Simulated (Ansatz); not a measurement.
Species: C₂H₈OSi, SMILES `CC[SiH2]O` (C–C–Si–O torsion 178°, C–Si–O–H torsion 71°) (charge 0, multiplicity 1).

Task: Give a relaxed geometry from Ansatz (a program for electronic structure) with PBE0-D4/def2-TZVP.

Result: This is not unique; one that fits is the end point of this relaxation, one of several conformers (outside a Z-matrix the atoms follow the SMILES, hydrogens last).
Bonded distances (Å): C1–C2 1.527, C1–H5 1.093, C1–H6 1.093, C1–H7 1.093, C2–Si3 1.869, C2–H8 1.096, C2–H9 1.095, Si3–O4 1.652, Si3–H10 1.494, Si3–H11 1.485, O4–H12 0.958. Bond angles (°): C2–C1–H5 111.7, C2–C1–H6 111.4, C2–C1–H7 111.5, H5–C1–H6 107.4, H5–C1–H7 107.4, H6–C1–H7 107.3, C1–C2–Si3 112.4, C1–C2–H8 110.3, C1–C2–H9 110.6, Si3–C2–H8 108.8, Si3–C2–H9 108.4, H8–C2–H9 106.1, C2–Si3–O4 113.1, C2–Si3–H10 108.5, C2–Si3–H11 110.1, O4–Si3–H10 110.5, O4–Si3–H11 105.3, H10–Si3–H11 109.1, Si3–O4–H12 117.7.
